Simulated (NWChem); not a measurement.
System: C3H7FSi; SMILES C=C[SiH2]CF

NWChem input:

```
start job
memory heap 200 mb stack 900 mb global 1100 mb
geometry units angstroms noautoz
  C      0.234759    -2.670817    -0.415848
  C      0.327272    -1.644674     0.438988
  Si    -0.586230    -0.026819     0.217752
  C      0.653661     1.384380    -0.101922
  F     -0.019148     2.584984    -0.212680
  H     -0.401362    -2.625783    -1.307454
  H      0.785588    -3.606336    -0.265044
  H      0.980505    -1.765424     1.314349
  H     -1.367093     0.322780     1.443769
  H     -1.514383    -0.138228    -0.948012
  H      1.389539     1.457351     0.719682
  H      1.223499     1.201057    -1.030732
end
basis spherical
  C library 6-31g*
  Si library 6-31g*
  F library 6-31g*
  H library 6-31g*
end
dft
  xc b3lyp
  iterations 150
  vectors input atomic output neutral.movecs
end
task dft energy
charge 1
dft
  odft
  mult 2
  vectors input atomic output cation.movecs
end
task dft energy
```

All runs use the structure optimised with PBE0/def2-SVP. Not confirmed as a minimum by frequencies.

Ions are spin-unrestricted doublets at the neutral geometry; other ion states weren't tried.

Question: Give the results of this calculation. (B3LYP/6-31G* (spherical d), vertical spin-unrestricted ions.) Quantities: vertical ionisation energy, ΔSCF (eV); −ε(HOMO) (eV).

Answer: 
```json
{
  "vertical ionisation energy, ΔSCF (eV)": "9.65",
  "−ε(HOMO) (eV)": "7.42"
}
```
